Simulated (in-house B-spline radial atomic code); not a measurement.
## RPA and G0W0 on BLYP: Mg⁸⁺

Configuration [He] 2s2, mean-field start BLYP. Computed with a B-spline radial code for spherical atoms: all electrons, non-relativistic, point nucleus, each spin shell either full or empty, empty states to l = 9 with an (l + 1/2)⁻⁴ tail; G0W0 by contour deformation at full frequency.

Command:
```bash
python run_gw.py task.json out
```
Settings (radii: box in bohr, nucleus in fm):
```
Z                        12
electrons                4
configuration            [He] 2s2
hamiltonian              nr
method                   b88,lyp
lmax                     9
spin_polarised           False
box_radius               7.7
intervals                45
ion_configuration        [He] 2s1
```

Time taken, with all properties: 1.5 s on 1 thread of Arm Neoverse N1 (shared host).

Energies (hartree):

| term | value |
| --- | --- |
| mean-field total | -162.08567 |
| Hartree-Fock functional on these orbitals | -161.96333 |
| direct second order | -0.51371 |
| second-order exchange | 0.25328 |
| SOSEX correction | 0.17414 |

Q: What is the RPA correlation energy, and what remains with SOSEX?

A: RPA gives -0.35407 hartree (-2.41 eV per electron); RPA + SOSEX gives -0.17993, and the second-order doubles -0.26042 hartree (no singles). SOSEX takes back 49 % of the RPA value.

Quasi-particle levels (eV):

```tsv
level	occupied	mean field	Σx - vxc	Σc	QP weight	G0W0
2s	yes	-309.04	-14.55	?	?	?
1s	yes	-1571.29	-74.58	6.29	0.961	-1639.58
2p	no	-286.47	21.76	-1.46	0.977	-266.16
```

G0W0 = mean field + (Σx - vxc) + Σc, with Σc (partial-wave tail included) taken at the quasi-particle energy.

Q: Where does G0W0 put 2s?

A: At -327.59 eV, with Σc = -4.01 eV and a quasi-particle weight of 0.951. The tabulated removal energy is 327.99 ± 0.04 eV (NIST, semi-empirical); the calculation leaves out relativity, Breit and QED terms, and what these don't explain is the method's own error.

Q: What does it cost to remove one electron (to [He] 2s1) by differences of total energies, each species on its own start (correlation terms add to the Hartree-Fock functional)?

A: BLYP 325.17 eV, Hartree-Fock functional 323.29 eV, + RPA 327.94 eV, + RPA + SOSEX 326.80 eV, + second order 328.94 eV. Tabulated: 327.99 ± 0.04 eV (NIST, semi-empirical); the calculation leaves out relativity, Breit and QED terms, and what these don't explain is the method's own error.
